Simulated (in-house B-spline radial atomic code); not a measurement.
Atomic self-consistent-field run: the cadmium ion Cd⁺. Level of theory: non-relativistic PBE0, spin-polarised, spherical fractional occupations, exact exchange averaged over the configuration, point nucleus; calculated with an all-electron radial atomic-structure program (B-spline basis).

Command:
```bash
python run_scf.py task.json out
```
Settings:
```
Z                48
configuration    [Kr] 4d10 5s1
hamiltonian      nr
method           pbe0
spin_polarised   True
exact_exchange   averaged over the configuration
```

Output (hartree, bohr):
```
 radial grid: 64 intervals, B-splines of order 8, outer radius 60 bohr

 iter        energy (Eh)    residual
    1       -5462.112872    5.98e-01
    2       -5462.615570    3.42e-01
    3       -5466.868239    2.78e-02
    4       -5466.893218    1.15e-02
    5       -5466.895084    2.87e-03
    6       -5466.895181    1.14e-03
    7       -5466.895236    3.86e-04
    8       -5466.895242    2.08e-05
    9       -5466.895242    4.25e-06
   10       -5466.895242    1.77e-07

 total energy                     -5466.89524
 kinetic                            5464.6547
 electron-nucleus                 -13000.4207
 Hartree                            2219.6056
 exact exchange                      -37.1750
 exchange-correlation               -113.5599

 orbital      occ     eigenvalue          <r>       <r^2>       <1/r>       r_max
 1s up      1.000      -946.0727    0.0317063  0.00134485     47.4769     0.02099
 1s down    1.000      -946.0715    0.0317063  0.00134485     47.4769     0.02099
 2s up      1.000      -138.5344     0.137291   0.0221443     10.8224      0.1164
 2s down    1.000      -138.5339     0.137292   0.0221446     10.8223      0.1164
 2p up      3.000      -129.0842     0.117278   0.0167351     10.8188     0.09129
 2p down    3.000      -129.0840     0.117279   0.0167352     10.8187     0.09129
 3s up      1.000       -26.3108     0.370581    0.156829     3.87367      0.3357
 3s down    1.000       -26.3090     0.370593    0.156839      3.8735      0.3357
 3p up      3.000       -22.4556     0.362328    0.152187     3.78985      0.3224
 3p down    3.000       -22.4547     0.362326    0.152185     3.78987      0.3224
 3d up      5.000       -15.3423     0.334313    0.132741     3.63807      0.2663
 3d down    5.000       -15.3420     0.334303    0.132733     3.63816      0.2663
 4s up      1.000        -4.1367     0.911166    0.940216      1.5003      0.8222
 4s down    1.000        -4.1332     0.911263    0.940223     1.49976      0.8225
 4p up      3.000        -2.8824     0.976207     1.09155     1.38385      0.8579
 4p down    3.000        -2.8805      0.97477     1.08753     1.38526      0.8579
 4d up      5.000        -0.8616      1.25945     1.91334     1.06601      0.9764
 4d down    5.000        -0.8543      1.24739     1.87106     1.07388      0.9748
 5s up      1.000        -0.4947      2.77126     8.72457    0.456657       2.353
```

Cost of the run: 0.78 s on 1 thread of Arm Neoverse N1 (shared host).
